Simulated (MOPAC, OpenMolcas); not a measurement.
# Si2H4F2 (SMILES F[SiH](F)[SiH3]): methods side by side

The species is Si2H4F2 (8 atoms), meant as a singlet with charge 0. As SMILES, `F[SiH](F)[SiH3]`. Geometry: relaxed at PBE0-D4/def2-TZVP.

Each level gives the HOMO–LUMO gap (eV). The values are calculated.

```
         level            kind     program  value (eV)   CPU time
           AM1  semi-empirical       MOPAC        9.08  under 2 s
    HF/cc-pVDZ    Hartree–Fock  OpenMolcas       14.76       12 s
 SVWN5/cc-pVDZ             LDA  OpenMolcas        6.13       30 s
  BLYP/cc-pVDZ             GGA  OpenMolcas        6.33       41 s
 M06-L/cc-pVDZ        meta-GGA  OpenMolcas        6.95       56 s
  PBE0/cc-pVDZ   global hybrid  OpenMolcas        8.41       46 s
B2PLYP/cc-pVDZ   double hybrid  OpenMolcas       10.83       28 s
```

The values span 6.13 to 14.76 eV. Orbital gaps aren't excitation energies, and those of double hybrids come from the SCF part alone; they tend to grow with the share of exact exchange. Times are those of the runs behind each value, whatever else they computed, on shared processors of several kinds: orders of magnitude only.
